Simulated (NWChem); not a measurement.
The numbers come from NWChem runs, not from measurements. System: C₂H₂Cl, charge 0, spin multiplicity 4, at the geometry of a parent with another charge or spin, in a state set for the comparison that need not be this species' ground state. Its SCF solution wasn't tested for a lower state. Level: UBHandHLYP/def2-SVP.

Input file:

```
start mol
memory heap 200 mb stack 900 mb global 1100 mb
geometry units angstroms nocenter noautoz
  C      1.692043    -0.335244     0.000000
  C      0.436020    -0.701521     0.000000
  Cl    -0.893452     0.435912     0.000000
  H      2.317130     0.554312     0.000000
  H      0.103167    -1.744231     0.000000
  symmetry group Cs
end
basis spherical
  * library def2-svp
end
dft
  xc bhlyp
  odft
  mult 4
  semidirect memsize 60000000 filesize 0
  iterations 100
end
task dft energy
```

NWChem printed:

```
             Northwest Computational Chemistry Package (NWChem) 7.3.0
             --------------------------------------------------------

                                NWChem Input Module
                                -------------------

 Scaling coordinates for geometry "geometry" by  1.889725989
 (inverse scale =  0.529177249)

 Turning off AUTOSYM since
 SYMMETRY directive was detected!

                             Geometry "geometry" -> ""
                             -------------------------

 Output coordinates in angstroms (scale by  1.889725989 to convert to a.u.)

  No.       Tag          Charge          X              Y              Z
 ---- ---------------- ---------- -------------- -------------- --------------
    1 C                    6.0000     1.69204300    -0.33524400     0.00000000
    2 C                    6.0000     0.43602000    -0.70152100     0.00000000
    3 Cl                  17.0000    -0.89345200     0.43591200     0.00000000
    4 H                    1.0000     2.31713000     0.55431200     0.00000000
    5 H                    1.0000     0.10316700    -1.74423100     0.00000000

 Effective nuclear repulsion energy (a.u.)      80.8548699039

            Nuclear Dipole moment (a.u.)
            ----------------------------
        X                 Y               Z
 ---------------- ---------------- ----------------
    -0.0000170075    -0.0000094486     0.0000000000

      Symmetry information
      --------------------

 Group name             Cs
 Group number              2
 Group order               2
 No. of unique centers     5

      Symmetry unique atoms

     1    2    3    4    5


 Summary of "ao basis" -> "" (spherical)
 ------------------------------------------------------------------------------
       Tag                 Description            Shells   Functions and Types
 ---------------- ------------------------------  ------  ---------------------
 *                          def2-svp                  on all atoms

                                 NWChem DFT Module
                                 -----------------
[...]
     7     -0.361865  1 C  px                 5      0.355751  1 C  py
     8      0.339371  1 C  py                39     -0.313934  3 Cl px
     4     -0.245517  1 C  px                 3     -0.229113  1 C  s
    40      0.177285  3 Cl py                53      0.168837  5 H  s
    36     -0.164660  3 Cl px                21     -0.155864  2 C  px

 Vector   17  Occ=0.000000D+00  E= 1.231225D-01  Symmetry=a"
              MO Center=  1.1D+00, -4.4D-01, -1.0D-15, r^2= 2.5D+00
   Bfn.  Coefficient  Atom+Function         Bfn.  Coefficient  Atom+Function
  ----- ------------  ---------------      ----- ------------  ---------------
     9      0.791463  1 C  pz                23     -0.757863  2 C  pz
    20     -0.357666  2 C  pz                 6      0.354695  1 C  pz
    41      0.241018  3 Cl pz                38      0.091463  3 Cl pz
    43      0.059888  3 Cl d -1              35      0.054363  3 Cl pz
    45      0.049318  3 Cl d  1              51      0.028006  4 H  pz

   alpha - beta orbital overlaps
   -----------------------------

   alpha      1      2      3      4      5      6      7      8      9     10
    beta      1      2      3      4      5      7      6      8      9     10
 overlap   1.000  1.000  1.000  1.000  0.993  1.000  0.993  0.978  0.971  0.985

   alpha     11     12     13     14     15     16     17     18     19     20
    beta     11     12     13     14     15     16     17     18     19     20
 overlap   0.989  0.962  0.802  0.996  0.793  0.950  0.978  0.852  0.875  0.965

   alpha     21     22     23     24     25     26     27     28     29     30
    beta     21     22     23     25     26     24     28     27     29     30
 overlap   0.989  0.984  0.992  0.990  0.691  0.744  0.981  0.963  0.904  0.907

   alpha     31     32     33     34     35     36     37     38     39     40
    beta     31     33     32     34     35     36     37     38     39     40
 overlap   0.999  0.818  0.835  0.999  0.984  0.973  0.999  0.993  0.999  0.998

   alpha     41     42     43     44     45     46     47     48     49     50
    beta     41     42     43     45     44     46     47     48     49     50
 overlap   0.998  0.990  0.984  0.988  0.964  0.939  0.990  0.969  0.990  0.997

   alpha     51     52     53     54     55     56
    beta     51     52     53     54     55     56
 overlap   0.982  0.983  1.000  0.998  0.998  1.000

     --------------------------
     Expectation value of S2:
     --------------------------
      <S2> =      3.7615 (Exact =     3.7500)

 center of mass
 --------------
 x =  -0.10123440 y =   0.04967001 z =   0.00000000

 moments of inertia (a.u.)
 ------------------
          61.539011547580          81.769189076945           0.000000000000
          81.769189076945         249.254581011271           0.000000000000
           0.000000000000           0.000000000000         310.793592558851

     Multipole analysis of the density
     ---------------------------------

     L   x y z        total         alpha         beta         nuclear
     -   - - -        -----         -----         ----         -------
     0   0 0 0     -0.000000    -17.000000    -14.000000     31.000000

     1   1 0 0      0.182567     -3.224385      3.406969     -0.000017
     1   0 1 0     -0.092483      1.254052     -1.346525     -0.000009
     1   0 0 1      0.000000      0.000000      0.000000      0.000000

     2   2 0 0    -18.166918    -88.524414    -62.731902    133.089398
     2   1 1 0      0.921207     23.414160     15.914595    -38.407548
     2   1 0 1      0.000000      0.000000     -0.000000      0.000000
     2   0 2 0    -17.044757    -29.769820    -23.724979     36.450042
     2   0 1 1      0.000000      0.000000      0.000000      0.000000
     2   0 0 2    -19.048306    -11.963367     -7.084939      0.000000

 Task  times  cpu:        1.0s     wall:        1.0s

 Total times  cpu:        1.0s     wall:        1.0s
```
